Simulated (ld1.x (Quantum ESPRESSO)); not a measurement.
## copper: one change to an ultrasoft potential, before and after

copper (Cu), ultrasoft, made with ld1.x (Quantum ESPRESSO) 7.5 (PBE, scalar-relativistic). Core [Ar], reference 3d10 4s0 4p0 (charge +1). Waves: 4s (bound, empty): rcut 1.50, rcutus 1.85 bohr; 4s channel at 0.3 Ry: rcut 1.50, rcutus 1.85 bohr; 4p (bound, empty): rcut 1.85, rcutus 2.60 bohr; 4p channel at 2.4 Ry: rcut 1.85, rcutus 2.60 bohr; 3d (bound): rcut 0.90, rcutus 0.95 bohr; 3d channel at 1 Ry: rcut 0.90, rcutus 0.95 bohr; 4f channel at 0.25 Ry: rcut 1.65, rcutus 2.25 bohr; 4f channel at 2.8 Ry: rcut 1.65, rcutus 2.25 bohr. Local part: all-electron potential smoothed inside 2.05 bohr (lloc = -2). Core correction: Bessel-smoothed model core inside 0.80 bohr. Augmentation charge: built from norm-conserving waves at rcut, not smoothed further.

All-electron outer shells of the reference configuration (PBE, scalar-relativistic, ld1.x):

| shell | level (eV) | outermost node (bohr) | outermost maximum (bohr) |
| --- | --- | --- | --- |
| 3p | -80.79 | 0.26 | 0.62 |
| 3d | -13.66 | – | 0.60 |
| 4s | -11.89 | 0.89 | 2.13 |
| 4p | -6.55 | 0.97 | 2.81 |

Change: all radii but the core radius scaled by about 1.08 (s 2.00, p 2.80, d 1.02, f 2.42 bohr, rcut 1.62/2.00/0.98/1.78); local potential all-electron potential smoothed inside 2.20 bohr (lloc = -2).

Cutoffs: the cutoffs (Ry, on a coarse ladder) from which the occupation-weighted sum of valence levels, in a spherical-Bessel basis at the reference potential, stays within 10 and 1 mRy of its value at 400 Ry; they do not see the model core or the augmentation charge, which bear on the density cutoff. Errors are all-electron minus pseudo energies relative to the spin-unpolarised reference configuration.

Q: Predict the effect on cutoff, ghosts and configuration errors.

A: The potential gets softer (160 Ry and 260 Ry → 140 Ry and 230 Ry); of the 7 tests that both files solve, the error grows in 2 and shrinks in 0 by more than 15 % and 0.3 meV (median size 149.8 → 165.5 meV); neither file shows a bound ghost. A larger radius leaves more room for a smooth pseudo-wave, so fewer plane waves are needed.

```csv
quantity,base,changed
"cutoff, loose",160 Ry,140 Ry
"cutoff, tight",260 Ry,230 Ry
bound ghosts,none,none
"error for 3d10 4s1 4p0, meV [ΔE -8.15 eV]",-12,-15
"error for 3d9 4s0 4p0, meV [ΔE 21.33 eV]",-78,-78
"error for 3d8 4s0 4p0, meV [ΔE 60.35 eV]",-554,-553
"error for 3d7 4s0 4p0, meV [ΔE 120.06 eV]",-1913,-1906
"error for 3d9 4s2 4p0, meV [ΔE -6.18 eV]",-164,-189
"error for 3d10 4s0 4p1, meV [ΔE -4.01 eV]",-3.0,-3.2
"error for 3d9 4s1 4p1, meV [ΔE -1.34 eV]",-150,-165
lowest overlap eigenvalue by channel,"s 0.39, p 0.65, d 1.00, f 0.98","s 0.34, p 0.66, d 1.00, f 0.98"
```
